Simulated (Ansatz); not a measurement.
`B[SiH2][B](O)[AlH2]` + H–F → `B[SiH2]F` + `O[BH][AlH2]`  (cleavage of the Si–B bond)

Computed with Ansatz on PBE0-D4/def2-TZVP structures; ΔE is electronic, products minus reactants. CCSD(T)/CBS adds triple-zeta CCSD(T) − MP2 to the extrapolated MP2 energy (def2 sets, frozen cores). This one scheme is used for every species. Functionals use def2-TZVPP. One conformer a species, not always the lowest.

```csv
level,ΔE (kJ/mol)
ωB97X-V,-154.3
r2SCAN,-122.3
SCS-MP2/def2-TZVPP,-165.9
CCSD/CBS(def2),-155.2
```

What does CCSD(T)/CBS give? (An estimate is asked.)

Computed: -142.2 kJ/mol. The listed levels differ from it by -12.1, 19.9, -23.7, -13.0 kJ/mol.

Largest T1 diagnostic among the species: 0.020, so the coupled-cluster value is less sure than usual.

From PBE to PBE0 (25 % exact exchange), in def2-TZVPP and without D4, ΔE moves by −18.5 kJ/mol. In def2-TZVPP, CCSD(T) changes the Hartree–Fock value by +70.9 kJ/mol (the triples alone add +13.0 kJ/mol) and MP2 by +63.9 kJ/mol. The D4 term adds +13.2 kJ/mol with B3LYP and +7.5 kJ/mol with PBE0; it sums over pairs of atoms, weighted by their polarisabilities, and B3LYP, whose exchange is more repulsive, gets the larger term.

B3LYP here is the variant with VWN-RPA as its local correlation; programs differ in this.
